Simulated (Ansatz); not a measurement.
Geometry optimisation, RHF/6-31G* (Ansatz 0.2.0).

Input:

```yaml
crystal:
  periodic: [false, false, false]
  atoms:
    - { symbol: Si, position_ang: [0.0, 0.0, 0.0] }
    - { symbol: O, position_ang: [0.0, 0.0, 1.68] }
    - { symbol: C, position_ang: [-1.1112, -0.3437, 2.4945] }
    - { symbol: H, position_ang: [-1.814, -0.9775, 1.9143] }
    - { symbol: H, position_ang: [-0.7584, -0.9037, 3.3856] }
    - { symbol: H, position_ang: [-1.6313, 0.5809, 2.8212] }
    - { symbol: Cl, position_ang: [2.0086, 0.0, -0.7093] }
    - { symbol: Cl, position_ang: [-1.0032, 1.7381, -0.7093] }
    - { symbol: Cl, position_ang: [-1.0032, -1.7381, -0.7093] }
basis:
  gaussian: { orbitals: "6-31G*" }
hamiltonian:
  xc: hf
relax:
  f_tol: 0.02
  max_steps: 40
```

Run as:

```bash
$ ansatz run input.yaml --threads 2 --pin off --max-ram 3072MiB --backend cpu --events-out ev --progress --plain --runs-dir out
```

Question: Where does it end, and by what steps?

Answer: It converged. The force dipped under the threshold on the way, but the program's further checks kept it going. After 14 steps the energy has fallen by 0.508 eV; H5 moved furthest, 0.39 Å.

```json
{"step": "0", "energy less start (eV)": "0.0000", "largest force component (eV/Å)": "2.466", "accepted": "yes"}
{"step": "1", "energy less start (eV)": "-0.4399", "largest force component (eV/Å)": "1.388", "accepted": "yes"}
{"step": "2", "energy less start (eV)": "-0.4782", "largest force component (eV/Å)": "0.524", "accepted": "yes"}
{"step": "3", "energy less start (eV)": "-0.4912", "largest force component (eV/Å)": "0.193", "accepted": "yes"}
{"step": "4", "energy less start (eV)": "-0.4925", "largest force component (eV/Å)": "0.270", "accepted": "yes"}
{"step": "5", "energy less start (eV)": "-0.5014", "largest force component (eV/Å)": "0.157", "accepted": "yes"}
{"step": "6", "energy less start (eV)": "-0.5060", "largest force component (eV/Å)": "0.036", "accepted": "yes"}
{"step": "7", "energy less start (eV)": "-0.5070", "largest force component (eV/Å)": "0.005", "accepted": "yes"}
{"step": "8", "energy less start (eV)": "-0.5037", "largest force component (eV/Å)": "0.288", "accepted": "no"}
{"step": "9", "energy less start (eV)": "-0.5075", "largest force component (eV/Å)": "0.031", "accepted": "yes"}
{"step": "10", "energy less start (eV)": "-0.5069", "largest force component (eV/Å)": "0.111", "accepted": "no"}
{"step": "11", "energy less start (eV)": "-0.5078", "largest force component (eV/Å)": "0.028", "accepted": "yes"}
{"step": "12", "energy less start (eV)": "-0.5078", "largest force component (eV/Å)": "0.037", "accepted": "yes"}
{"step": "13", "energy less start (eV)": "-0.5079", "largest force component (eV/Å)": "0.028", "accepted": "yes"}
{"step": "14", "energy less start (eV)": "-0.5080", "largest force component (eV/Å)": "0.002", "accepted": "yes"}
```

```xyz
9
Properties=species:S:1:pos:R:3
Si -0.012 -0.040 -0.002
O -0.033 -0.259 1.582
C -1.118 -0.357 2.484
H -1.758 -1.188 2.216
H -0.704 -0.524 3.466
H -1.691 0.561 2.485
Cl 1.922 -0.004 -0.604
Cl -0.919 1.719 -0.503
Cl -0.999 -1.551 -0.955
```

Whether the end is a true minimum wasn't checked by a vibrational analysis.

Run time: 50 s on 2 threads of Intel(R) Xeon(R) Platinum 8259CL CPU @ 2.50GHz (Skylake/Cascade Lake), with other jobs on the host, peak memory 0.28 GiB.
